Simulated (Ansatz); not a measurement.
Basis-set extrapolation for `N[Si](O)(Cl)Cl` (PBE0-D4/def2-TZVP geometry, frozen core, the Gaussian-basis code of Ansatz). Multiplicity 1, RHF reference.

```tsv
	def2-TZVPP	def2-QZVPP
HF	-1339.300405	-1339.341787
MP2 correlation	-0.944618	-1.030043
CCSD(T) correlation	-1.025520	-1.109780
```

Energies in hartree. Use E(X) = E(∞) + A·exp(−7.88·√X) for Hartree–Fock and E(X) = E(∞) + B·X^(−2.97) for correlation, with X = 3 and 4.

What is the CCSD(T) energy at the basis-set limit?

HF limit: -1339.341787 + (-0.041382) × 0.13774 = -1339.34749. Correlation limit: -1.109780 + (-0.084260) × 0.74074 = -1.17219. Total: -1340.51968 hartree, 5.27 eV below CCSD(T)/def2-TZVPP.
